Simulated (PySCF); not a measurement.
Coordinates in bohr (charge 0 multiplicity 3):
```
Hf    0.6572    0.0000    0.0000
N    -3.1471    0.0000    0.0000
N    -5.2979    0.0000    0.0000
```

Method: UPBE0 in PySCF with Hf def2-TZVP with ECP60, N def2-TZVP; scalar-relativistic core potentials, no spin–orbit coupling; density-fitted integrals.

This geometry of HfN2 is a stationary point at this level.

(1) What is the point group?

(2) Is it a minimum?

(3) List the harmonic modes with their infrared intensities.

(4) What is the atomisation energy, with and without zero-point energy?

Results:

(1) C∞v.

(2) Yes: all harmonic wavenumbers are real.

(3) 
```tsv
symmetry	ω (cm⁻¹)	IR (km/mol, summed over degenerate members)
π	310	0.7
σ+	385	39.5
σ+	1875	939
```

(4) 1024 kJ/mol without, 1006 kJ/mol with.

Only a few start shapes were tried, so a lower isomer may exist. Open d and f shells are described by one determinant, and the ground state may have another occupation or spin. With an element this heavy the missing spin–orbit coupling can shift these numbers.
